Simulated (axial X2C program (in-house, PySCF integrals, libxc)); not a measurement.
## What spin–orbit coupling does to TaH⁺

Calculated with an in-house relativistic program for diatomic molecules. Spin-free means the one-electron spin-free X2C Hamiltonian; two-component (2c) means X2C with spin–orbit coupling and atomic mean-field two-electron Coulomb and Gaunt terms, so the difference of the two also holds small scalar two-electron terms. Basis: Ta dyall-cv3z [13s14p9d7f4g], H dyall-v3z [6s2p1d] (cores contracted in-house); Gaussian nuclei, density fitting, unrestricted open shells. Masses: Ta 180.948 u, H 1.008 u.

Spin-free state: M_S = 3/2, Λ = 0 (beyond evenly filled blocks: σα, δ+α, δ-α); fragments Ta+ + H.

| level | Re (Å) | ωe (cm⁻¹) | De (eV) | μ (D) |
| --- | --- | --- | --- | --- |
| PBE0 | 1.737 | 1965.7 | 2.652 | -1.96 |
| HF | 1.755 | 1950.0 | 1.422 | -2.85 |
| MP2 | 1.743 | 2014.4 | 2.339 | n/a |
| CCSD | 1.757 | 1932.9 | 2.607 | n/a |
| CCSD(T) | 1.757 | 1926.7 | 2.653 | n/a |
| B97-3 | 1.751 | 1916.6 | 2.882 | -1.89 |

Correlated methods: 5 electrons correlated (number of frozen shells: Ta 5 s, 4 p, 2 d, 1 f; H none), 249 virtual spin orbitals or spinors in MP2, 67 natural virtuals in coupled cluster.

Dipoles are positive if H is the positive end and refer to the centre of mass.

Two-component determinant lowest at the distance of the search:

Ω = 3/2 (⟨Sz⟩ = -1.48, ⟨Lz⟩ = 2.98 at HF); fragments Ta+ + H.

```
  level  Re (Å)  ωe (cm⁻¹)  μ (D)
   PBE0   1.718     1971.3  -1.81
     HF   1.740     1957.1  -2.43
    MP2   1.723     2017.9    n/a
   CCSD   1.736     1944.7    n/a
CCSD(T)   1.737     1939.2    n/a
  B97-3   1.723     1947.6  -1.77
```

(1) From the two tables, how do the constants change at the CCSD(T) level (2c against spin-free)?

One determinant describes the state; a PBE0 search over occupations chose it and may have missed a lower one. Dissociation energies refer to the lowest single-determinant-based atoms at the same level and basis. De is not given where an atomic determinant may have missed its ground term or J level, or where the truncated virtual space spoils (T). Density functionals use the spin component along the axis (collinear). Coupled cluster ran in a truncated set of natural virtual spinors; the MP2 energy of the rest was added. (T) has no such correction and the atoms are truncated less, which lowers De at CCSD(T) by a hundredth of an eV or more. PBE0 can misorder states that lie within some tenths of an eV, so this need not be the ground state of the molecule. The nearest other spin-free determinant of the search, M_S = 3/2, Λ = 3, lies 0.08 eV up at the distance of the search. Without a current term, density functionals place determinants with orbital angular momentum somewhat too high. With several unpaired electrons one determinant need not be a pure state. The outer-core s and p shells of the metal are frozen in the correlated rows, which leaves out core–valence correlation; for alkali and alkaline-earth bonds that tends to lengthen them. With the outer-core shells frozen, correlated bond lengths of heavy atoms tend to come out a few hundredths of an ångström too long.

Results:

(1) At the CCSD(T) level Re falls by 0.020 Å and ωe increases by 12.5 cm⁻¹. The two determinants differ in configuration, so these shifts compare two states and are not the spin–orbit effect on one state.
